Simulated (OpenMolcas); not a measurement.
# Cu2+ in a ligand field

Cu2+ with 4 ligands (fluoride) in square-planar coordination (D4h) at 1.88 Å. A charge of +0.5 e stands 3.2 Å behind each ligand. Ligand basis ANO-RCC-VDZP.
```
Cu    0.0000    0.0000    0.0000
F     1.8800    0.0000    0.0000
F     0.0000    1.8800    0.0000
F    -1.8800    0.0000    0.0000
F     0.0000   -1.8800    0.0000
```

```
Program             : OpenMolcas
Method              : SS-CASPT2, IPEA 0.25 Eh, imaginary shift 0.1 Eh (closed shells correlated: 3s 3p and the ligand valence shells)
Basis               : ANO-RCC-VTZP [6s5p3d2f1g]
Scalar Hamiltonian  : DKH2, point nucleus
Active space        : 9 electrons in 5 orbitals (3d)
State averaging     : 2S+1 = 2 even, 5 roots
Spin-orbit coupling : RASSI with atomic mean-field integrals over the reference wave functions
```

The lowest spin-free states (labels of D4, the rotations of D4h), above the lowest:

```csv
State,Degeneracy,E (cm-1),Free-ion L (%)
2B1,1,0,D (100)
2B2,1,11860,D (100)
2E,2,16200,D (100)
2A1,1,18400,D (100)
```

The lowest levels with spin-orbit coupling:

```csv
E (cm-1),Degeneracy,Label,2S+1,g
0,2,E3/2,2,2.08 2.08 2.49
11900,2,E3/2,2,1.42 2.34 2.34
15980,2,E3/2,2,0.26 0.26 3.87
16250,2,E1/2,2,0.29 2.07 2.07
18900,2,E1/2,2,0.07 0.07 1.67
```

Powder χT (cm3 K/mol): 0.463 at 2 K, 0.464 at 10 K, 0.466 at 50 K, 0.47 at 100 K, 0.477 at 200 K, 0.483 at 300 K. The effective moment at 300 K is 2.828 √(χT) = 1.97 μB.

The lowest level has 2S+1 = 2, for which the spin-only value is χT = S(S+1) / 2 = 0.375 cm3 K/mol (g = 2). The computed 0.483 at 300 K differs by +0.108, through orbital momentum, spin-orbit coupling and any other state in reach.

A single d shell leaves out the double-shell effect, which counts most for late 3d ions, where the CASPT2 field can be off either way by tens of per cent. Ligand-to-metal charge-transfer states are missing. Free-ion shares, where given, are those of the reference states; single-state CASPT2 does not remix them. No measured value stands beside these numbers; the geometry is a model, was not optimised and need not be the one that this ion takes.

The CASPT2 steps took 7.5 s on 1 thread of Arm Neoverse V1, with other jobs on the host; the integral step is not counted.
